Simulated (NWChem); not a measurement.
Species: NMP (C5H9NO); SMILES C1CCC(N1C)=O

```xyz
16

C      1.1558    -1.7796     0.0259
N      0.5351    -0.4805     0.0445
C      1.2810     0.7542    -0.1213
C      0.2386     1.8449     0.2049
C     -1.1019     1.1848    -0.1413
C     -0.8386    -0.3172     0.0131
O     -1.6634    -1.2205     0.0647
H      1.8677    -1.9036     0.8708
H      1.7115    -1.9556    -0.9229
H      0.3473    -2.5315     0.1145
H      1.6746     0.8483    -1.1634
H      2.1587     0.7842     0.5604
H      0.2769     2.0784     1.2883
H      0.4315     2.7853    -0.3460
H     -1.9536     1.4956     0.4927
H     -1.4011     1.3622    -1.1974
```
Atoms are numbered in this order, from 1.

All runs: NWChem. Structure relaxed at the PBE-D3(BJ)/def2-SVP level. No frequency run checked for a minimum. Atomic charges in e: unrestrained fits to the electrostatic potential beside Mulliken populations; buried atoms are poorly determined by the fit.

Q: Predict the results for B3LYP/def2-SVP. Quantities: ESP C1; Mulliken C1; ESP N2; Mulliken N2; ESP C3; Mulliken C3; ESP C4; Mulliken C4; ESP C5; Mulliken C5; relative RMS misfit of the potential (%).

A: 
| Quantity | Result |
|---|---|
| ESP C1 | 0.06 |
| Mulliken C1 | 0.12 |
| ESP N2 | -0.17 |
| Mulliken N2 | -0.34 |
| ESP C3 | 0.17 |
| Mulliken C3 | 0.17 |
| ESP C4 | -0.08 |
| Mulliken C4 | -0.02 |
| ESP C5 | -0.02 |
| Mulliken C5 | 0.01 |
| relative RMS misfit of the potential (%) | 22 |
